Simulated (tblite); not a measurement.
Species: C₅H₁₃GaN₂.
Numbering: `[CH3:1][N+:2]([CH3:3])([GaH3-:4])[C@H:5]1[CH:6]=[N:7][CH2:8]1` (hydrogens: H9, H10, H11 on C1; H12, H13, H14 on C3; H15, H16, H17 on Ga4; H18 on C5; H19 on C6; H20, H21 on C8)

Structure used (GFN2-xTB), in Å, numbered top down from 1:
```xyz
21
C5H13GaN2 angstrom
C     -1.3229   -1.1012   -0.5492
N     -0.5309    0.0480   -0.1242
C     -1.2586    1.2860   -0.3898
Ga    -0.2928   -0.0058    1.9667
C      0.7423    0.0812   -0.8278
C      1.8058    0.9868   -0.2715
N      2.6894    0.0977   -0.0316
C      1.7980   -0.9919   -0.4562
H     -2.2213   -1.1522    0.0705
H     -0.7485   -2.0155   -0.3962
H     -1.6074   -1.0248   -1.6043
H     -0.6894    2.1276    0.0095
H     -2.2188    1.2507    0.1275
H     -1.4261    1.4325   -1.4624
H      0.6047    1.2018    2.2669
H     -1.7776    0.1864    2.3440
H      0.2327   -1.4175    2.2794
H      0.5903    0.1869   -1.9141
H      1.8910    2.0543   -0.1485
H      2.2052   -1.5845   -1.2749
H      1.5259   -1.6295    0.3856
```

Computed with GFN2-xTB (tblite): harmonic, unscaled wavenumbers at the GFN2-xTB geometry, gas phase. Errors from tens to a few hundred cm⁻¹ against measured bands are possible. Modes of hydrogen on gallium can be 10 to 20 % off. One conformer, not necessarily the lowest. The optimisation stopped once no atom felt more than 0.01 eV/Å.

Lowest wavenumbers of the output (negative numbers stand for imaginary wavenumbers):
```
mode    cm-1
  1     -62.7
  2     104.7
  3     149.4
  4     157.1
  5     186.0
  6     195.2
  7     227.1
  8     241.4
  9     247.7
 10     368.3
 11     424.4
 12     444.2
 13     472.3
 14     493.6
 15     534.3
```

**Question.** Is this structure a minimum?

**Answer.** No. 1 mode is imaginary beyond 20i (63i cm⁻¹), so at this level the point lies at or near a first-order saddle.

**Question.** Which atoms move in the imaginary mode?

**Answer.** 63i: C6 (imine carbon) 14 %, H17 (hydrogen on gallium) 14 %, N7 (imine nitrogen) 14 %, H15 (hydrogen on gallium) 12 %. These are shares of the mass-weighted motion.

**Question.** What is the remedy?

**Answer.** Step along that mode in both directions, optimise again with tighter thresholds and repeat the frequencies. The zero-point energy of this point (103.6 kcal/mol) counts the 56 real modes alone, and thermal corrections from it aren't those of a minimum.
